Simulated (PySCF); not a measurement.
Cartesian coordinates (Å):
```xyz
5

Cd     0.1153     0.0722     0.0658
F     -1.3564     1.0239     0.9052
N      1.5283    -1.0771    -0.8042
H      2.3843    -1.0386    -0.2286
H      1.8016    -0.6414    -1.6992
```
Charge 0, spin multiplicity 1.

Question: Estimate the total energy, HOMO, HOMO–LUMO gap, LUMO, dipole moment and charge on the central atom (Mulliken) that TPSSh-D3(BJ)/def2-TZVP // PBE-D3(BJ)/def2-SVP run with PySCF returns for this input.

Answer: 
```yaml
total_energy: -8804.98 eV
HOMO: -6.81 eV
HOMO–LUMO gap: 4.99 eV
LUMO: -1.82 eV
dipole_moment: 2.92 D
charge on the central atom (Mulliken): 0.86 e
```
